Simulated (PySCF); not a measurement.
Species: sum formula H$_{8}$SiN$_{3}$O, charge 1, multiplicity 1. It need not be the lowest isomer of its formula. SMILES: N[Si](N)(N)[OH2+]
Structure (B3LYP-D3(BJ)/def2-TZVP (Ansatz) minimum search):
```
Si
N 1 1.6667
H 2 1.0077 1 123.74
H 2 1.0077 3 112.49 1 178.38
N 1 1.6808 2 111.83 3 13.52
H 5 1.0093 1 123.13 2 -174.57
H 5 1.0096 6 110.91 1 153.41
N 1 1.6808 2 111.83 3 164.68
H 8 1.0093 1 123.13 2 174.57
H 8 1.0096 9 110.91 1 -153.41
O 1 1.8749 2 111.42 3 -90.90
H 11 0.9707 1 119.08 2 -70.99
H 11 0.9707 12 111.44 1 -144.68
```
Charge +1, spin multiplicity 1.

Dispersion corrections to the total energy (kcal/mol) from the dftd3 and dftd4 libraries through PySCF: D3(BJ) without and D4 with the three-body term, each with the damping fitted for the functional named.

| functional | D3(BJ) | D4 |
|---|---|---|
| LC-wPBE | -5.84 | (withheld) |
| PW6B95 | (withheld) | -5.07 |
| HF | -47.23 | -20.41 |
| revPBE | -15.40 | -17.92 |
| BP86 | -9.78 | -7.60 |
| PBE0 | (withheld) | -4.82 |
| PBE | -6.21 | -5.73 |

Question: Complete the blanks.

Answer: 
- LC-wPBE, D4: -6.36
- PW6B95, D3(BJ): -3.12
- PBE0, D3(BJ): -5.39
